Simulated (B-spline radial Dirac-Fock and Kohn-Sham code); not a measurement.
# Elastic and transport cross sections of antimony for electrons

Model: relativistic (Dirac) partial waves in the static field of the Dirac-Fock atom with Furness-McCarthy exchange, without polarisation or absorption potentials. Program: a B-spline atomic structure program. σ_tr1 and σ_tr2 weight the cross section with 1 − P₁ and 1 − P₂ of cos θ; "backward" is the share scattered beyond 90°.

| energy (eV) | σ (a₀²) | σ_tr1 (a₀²) | σ_tr2 (a₀²) | σ/σ_tr1 | backward (%) |
| --- | --- | --- | --- | --- | --- |
| 23400 | 1.56 | 0.0240 | 0.0513 | 65.1 | 0.26 |
| 23600 | 1.55 | 0.0237 | 0.0506 | 65.6 | 0.26 |
| 27900 | 1.38 | 0.0181 | 0.0396 | 76.3 | 0.21 |
| 28000 | 1.38 | 0.0180 | 0.0394 | 76.5 | 0.21 |
| 30000 | 1.31 | 0.0161 | 0.0355 | 81.4 | 0.19 |
| 31000 | 1.28 | 0.0153 | 0.0338 | 83.9 | 0.18 |
| 46100 | ? | ? | ? | ? | ? |
| 50000 | 0.919 | 0.00706 | 0.0164 | 130 | 0.097 |
| 62100 | 0.790 | 0.00496 | 0.0117 | 159 | 0.073 |
| 65300 | 0.763 | 0.00457 | 0.0108 | 167 | 0.068 |

Question: Fill in the row for 46.1 keV.

Answer: σ = 0.972 a₀², σ_tr1 = 0.00806 a₀², σ_tr2 = 0.0185 a₀², σ/σ_tr1 = 121, backward 0.11 %. The ratio σ/σ_tr1 is roughly the number of elastic collisions that randomise the direction.

Values without a named source are computed, but for edge energies of neutral atoms, which are taken from tables.
